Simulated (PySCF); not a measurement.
# Worked example: dipole moment from atomic charges

Al(H)(Cl)(NH2) (AlClH₃N), SMILES [AlH]([Cl])[NH2]. Atoms are numbered in the order given.

```xyz
6

Al    -0.5734    -0.4954     0.0000
H     -2.1272    -0.7219     0.0000
Cl     0.2242     1.4456     0.0000
N      0.5595    -1.8371     0.0000
H      1.5623    -1.7453     0.0000
H      0.2909    -2.8077     0.0000
```

Geometry optimised at PBE0-D3(BJ)/def2-TZVP. One conformer was computed; it need not be the lowest.

Charges (e) from PBE/def2-TZVPD (PySCF):

```csv
atom,IAO,ESP fit
Al1,0.873,0.798
H2,-0.198,-0.216
Cl3,-0.358,-0.294
N4,-0.872,-1.027
H5,0.277,0.368
H6,0.279,0.372
```

The dipole moment of the full density is 2.14 D.

Q: What dipole moment does each set of point charges give, and which comes closer to that of the density?

A: 
μ = Σ q r, and 1 e Å = 4.8032 D.
IAO: Σ q r = (-0.134, -0.472, 0.000) e Å, |μ| = 2.36 D.
ESP fit: Σ q r = (0.045, -0.464, 0.000) e Å, |μ| = 2.24 D.
ESP fit comes closer in size. Point charges leave out the atoms' own dipoles (lone pairs, polarised bonds); fits to the potential absorb them, partitions of the density don't.
